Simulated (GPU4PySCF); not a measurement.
C12H10N2, SMILES c1ccc(/N=N/c2ccccc2)cc1. Geometry optimised at PBE-D3(BJ)/def2-TZVP. One conformer was computed; it need not be the lowest.

Q: Give the equilibrium geometry at PBE-D3(BJ)/def2-TZVP (GPU4PySCF confirms it by a frequency run) as bond lengths and angles, and its point group. (Estimate from the structure and the level; the computed values follow.)

A: This is not unique; one that fits is point group C2h.
Atoms: C1 C2 C3 C4 N5 N6 C7 C8 C9 C10 C11 C12 C13 C14 H15 H16 H17 H18 H19 H20 H21 H22 H23 H24. Bonded distances (Å): C1–C2 1.402, C1–C14 1.397, C1–H15 1.091, C2–C3 1.390, C2–H16 1.092, C3–C4 1.407, C3–H17 1.090, C4–N5 1.415, C4–C13 1.403, N5–N6 1.264, N6–C7 1.415, C7–C8 1.407, C7–C12 1.403, C8–C9 1.390, C8–H18 1.090, C9–C10 1.402, C9–H19 1.092, C10–C11 1.397, C10–H20 1.091, C11–C12 1.394, C11–H21 1.091, C12–H22 1.091, C13–C14 1.394, C13–H23 1.091, C14–H24 1.091. Angles (°): C2–C1–C14 120.0, C2–C1–H15 119.9, C14–C1–H15 120.1, C1–C2–C3 120.5, C1–C2–H16 119.7, C3–C2–H16 119.8, C2–C3–C4 119.6, C2–C3–H17 121.7, C4–C3–H17 118.7, C3–C4–N5 124.7, C3–C4–C13 119.9, N5–C4–C13 115.4, C4–N5–N6 114.8, N5–N6–C7 114.8, N6–C7–C8 124.7, N6–C7–C12 115.4, C8–C7–C12 119.9, C7–C8–C9 119.6, C7–C8–H18 118.7, C9–C8–H18 121.7, C8–C9–C10 120.5, C8–C9–H19 119.8, C10–C9–H19 119.7, C9–C10–C11 120.0, C9–C10–H20 119.9, C11–C10–H20 120.1, C10–C11–C12 119.8, C10–C11–H21 120.2, C12–C11–H21 120.0, C7–C12–C11 120.2, C7–C12–H22 118.1, C11–C12–H22 121.6, C4–C13–C14 120.2, C4–C13–H23 118.1, C14–C13–H23 121.6, C1–C14–C13 119.8, C1–C14–H24 120.2, C13–C14–H24 120.0.
Charge 0, spin multiplicity 1.
